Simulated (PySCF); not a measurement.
Vertical excitations of a molecule C2H7NSi2 from TDDFT-PBE/def2-SVPD in PySCF, as energy in eV (oscillator strength): 3.93 (0.000), 4.63 (0.001), 5.24 (0.011), 5.53 (0.007), 5.79 (0.016), 5.84 (0.057), 6.12 (0.008), 6.16 (0.018), 6.19 (0.013), 6.23 (0.001). Lowest triplet (TDA): 3.14 eV. Geometry optimised at B3LYP-D3(BJ)/def2-SVP. Other conformers were not sampled.

Question: Pick the molecule that these values belong to.
A) CC1=N[SiH2][SiH2]1
B) N#CC([SiH3])[SiH3]
C) [SiH3][C@H]1N=C[SiH2]1
D) C=C1[SiH2]N[SiH2]1

Answer: C, [SiH3][C@H]1N=C[SiH2]1
